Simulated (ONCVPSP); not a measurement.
What one change does to a pseudopotential (Ce (Z = 58), ONCV)

ONCVPSP 4.0.1 input, shortened (lines: element, Z, core and valence counts, functional; n l f; lmax; l rc ep ncon nbas qcut; lloc lpopt rc5 dvloc0; l nproj debl; icmod fcfact rcfact), PBE, scalar-relativistic:

```
  Ce 58.00    9    5        4      upf
    1    0    2.00
    2    0    2.00
    2    1    6.00
    3    0    2.00
    3    1    6.00
    3    2   10.00
    4    0    2.00
    4    1    6.00
    4    2   10.00
    4    3    1.00
    5    0    2.00
    5    1    6.00
    5    2    1.00
    6    0    1.00
    3
    0    2.70    0.00    4    8    4.40
    1    2.00    0.00    4    8    3.80
    2    3.45    0.00    5   10    4.10
    3    1.85    0.00    4    8   10.30
    4    2    1.35    6.00
    0    3    2.90
    1    2    1.80
    2    2    0.60
    3    2    2.10
    3    6.00    1.20
```

All-electron outer shells of the reference configuration (PBE, scalar-relativistic, ld1.x):

```json
{"shell": "4d", "level (eV)": "-116.41", "outermost node (bohr)": "0.31", "outermost maximum (bohr)": "0.66"}
{"shell": "5s", "level (eV)": "-46.49", "outermost node (bohr)": "0.75", "outermost maximum (bohr)": "1.37"}
{"shell": "5p", "level (eV)": "-29.11", "outermost node (bohr)": "0.81", "outermost maximum (bohr)": "1.55"}
{"shell": "4f", "level (eV)": "-11.28", "outermost node (bohr)": "–", "outermost maximum (bohr)": "0.71"}
{"shell": "5d", "level (eV)": "-8.56", "outermost node (bohr)": "0.92", "outermost maximum (bohr)": "2.12"}
{"shell": "6s", "level (eV)": "-8.49", "outermost node (bohr)": "1.81", "outermost maximum (bohr)": "3.54"}
```

Change: core correction Teter function, fcfact 6, rcfact 1.86.

Cutoffs: the cutoffs (Ha) at which the residual kinetic energy of the hardest occupied pseudo-wave falls to 1 and 0.1 mHa per electron; they do not see the model core or the augmentation charge, which bear on the density cutoff. Errors are all-electron minus pseudo energies relative to the spin-unpolarised reference configuration.

**Question.** What does the change do?

**Answer.** The potential gets neither clearly harder nor softer (41 Ha and 49 Ha → 41 Ha and 49 Ha); of the 4 tests that both files solve, the error grows in 4 and shrinks in 0 by more than 15 % and 0.3 meV (median size 2.4 → 21.0 meV); neither file shows a bound ghost. A model core, the more so a compact one, raises the density cutoff, which this test does not measure.

```csv
quantity,base,changed
"cutoff, loose",41 Ha,41 Ha
"cutoff, tight",49 Ha,49 Ha
bound ghosts,none,none
GHOST(+) flags under 300 eV,none,none
"error for 4f1 5s2 5p6 5d1 6s2, meV [ΔE -6.07 eV]",+0.2,-7.9
"error for 4f1 5s2 5p6 5d1 6s0, meV [ΔE 11.08 eV]",-4.4,-33
"error for 4f1 5s2 5p6 5d0 6s0, meV [ΔE 30.26 eV]",+8.2,-170
"error for 4f1 5s2 5p6 5d1.5 6s1.5, meV [ΔE -5.67 eV]",+0.5,-8.7
s: phases at 2.74 bohr within 0.05 rad from the reference energy up to (Ha; the scan ends near 5),to the end of the scan,to the end of the scan
p: phases at 2.03 bohr within 0.05 rad from the reference energy up to (Ha; the scan ends near 5),to the end of the scan,to the end of the scan
d: phases at 3.50 bohr within 0.05 rad from the reference energy up to (Ha; the scan ends near 5),2.7,2.7
f: phases at 1.88 bohr within 0.05 rad from the reference energy up to (Ha; the scan ends near 5),to the end of the scan,to the end of the scan
"rms error of d²Exc/dni dnj with the model core, mHa",5.24,4.96
```
